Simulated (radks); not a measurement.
Isoelectronic series with 6 electrons, all held in the configuration [He] 2s2 2p2, which need not be the ground one along the series. Method: non-relativistic Kohn-Sham, PBE, spin-unpolarised, spherical densities, point nucleus; computed with a radial shooting solver on a logarithmic mesh with Libxc functionals. Total energies (hartree) and orbital eigenvalues (eV):

\begin{tabular}{lrrrr}
ion & E (hartree) & 2p & 2s & 1s \\ \hline
C & -37.74821 & -5.2886 & -13.7391 & -273.2579 \\
F3+ & -95.29818 & -72.7594 & -91.0914 & -740.6182 \\
Mg6+ & -179.89169 & -202.5409 & -230.7095 & -1454.484 \\
P9+ & -291.49795 & -393.8267 & -431.7857 & -2413.698 \\
Ar12+ & -430.10977 & -646.4565 & -694.1781 & -3618.009 \\
Sc15+ & -595.72454 & -960.3732 & -1017.840 & -5067.325 \\
Cr18+ & -788.34105 & -1335.552 & -1402.753 & -6761.605 \\
Co21+ & -1007.95869 & -1771.979 & -1848.907 & -8700.826 \\
\end{tabular}
